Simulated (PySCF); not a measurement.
**Computed data sheet: Cl2HSi(SH), `Cl[SiH](Cl)S`**

Species: Cl2HSi(SH), Cl₂H₂SSi.
SMILES with atom numbers: `[SH:1][SiH:2]([Cl:3])[Cl:4]` (hydrogens: H5 on S1; H6 on Si2)

Geometry (PBE0-D3(BJ)/def2-TZVP, Å), atoms numbered from 1 in this order:
```xyz
6
Cl2H2SSi angstrom
S      1.095   -0.761   -1.107
Si    -0.357   -0.030    0.243
Cl    -2.045   -1.106   -0.124
Cl    -0.725    1.959   -0.037
H      2.029    0.106   -0.675
H      0.026   -0.197    1.656
```

PBE0-D3(BJ)/def2-TZVP geometry optimisation, gas phase (PySCF):

```yaml
Rotational_constants_A_B_C: 2.479, 2.335, 1.294 GHz
```

B97-2/pcSseg-2 ground state and GIAO shieldings, non-relativistic (PySCF):

```yaml
Dipole_moment: 1.67 D
HOMO_energy: -7.94 eV
LUMO_energy: -0.40 eV
HOMO–LUMO_gap: 7.54 eV
1H_chemical_shifts_computed_TMS_as_zero_by_class: 6.45 (H6), 1.18 (H5) ppm
Isotropic_shieldings_of_nuclei_other_than_C_and_H_by_class: 333 (Si2), 640 (S1), 836 (Cl3/Cl4) ppm
```

Monoisotopic mass from the formula: 131.9024 u.

The rotational constants make it an asymmetric top with κ = (2B − A − C)/(A − C) = 0.76, nearer the oblate limit (+1). With B = h/(8π²I), that is 505.379 GHz u Å² over I, the principal moments of inertia are 203.8, 216.4 and 390.6 u Å² (most abundant isotopes); the inertial defect Ic − Ia − Ib is -29.6 u Å² (zero for a rigid planar frame, negative otherwise). The dipole equals about 5.6 × 10⁻³⁰ C·m (1 D = 3.33564 × 10⁻³⁰ C·m).

Isolated species at its PBE0-D3(BJ)/def2-TZVP geometry (one conformer only). NMR classes are plain means over equivalent atoms (diastereotopic ones count apart unless rotation or inversion swaps them), as if these changed places fast; in this geometry the members of some classes differ.
